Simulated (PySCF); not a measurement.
Si(Cl)3(NH2) (Cl3H2NSi), SMILES [Si](Cl)(Cl)(N)Cl.

Geometry optimised at B3LYP-D3(BJ)/def2-SVP. Other conformers were not sampled.

Method: TDDFT-PBE/def2-SVPD in PySCF.

Vertical excitations.  State labels are in the subgroup Cs.

Task: List the lowest excited states. (The exact figures need the calculation; the answer reports its results.)

Result: 
```tsv
state	symmetry	energy (eV)	λ (nm)	f	main pairs
S1	A'	5.71	217	0.005	HOMO→LUMO 99 %
S2	A"	6.53	190	0.001	HOMO−1→LUMO 98 %
S3	A'	6.61	187	0.012	HOMO→LUMO+1 96 %
S4	A"	6.70	185	0.000	HOMO→LUMO+2 98 %
S5	A"	6.97	178	0.033	HOMO−2→LUMO 96 %
S6	A'	7.05	176	0.054	HOMO−3→LUMO 89 %
S7	A"	7.33	169	0.000	HOMO−1→LUMO+1 99 %
S8	A'	7.35	169	0.002	HOMO−4→LUMO 82 %, HOMO→LUMO+3 16 %
S9	A'	7.45	166	0.003	HOMO−6→LUMO 76 %, HOMO−1→LUMO+2 15 %
S10	A"	7.45	166	0.022	HOMO−5→LUMO 96 %
T1	A'	5.51	225	0	HOMO→LUMO 99 %
T2	A"	6.24	199	0	HOMO−1→LUMO 99 %
T3	A'	6.37	195	0	HOMO→LUMO+1 98 %
T4	A"	6.58	189	0	HOMO→LUMO+2 91 %
```
Triplets are in the Tamm–Dancoff approximation, which puts them higher than full response would, so one can lie above its singlet here.
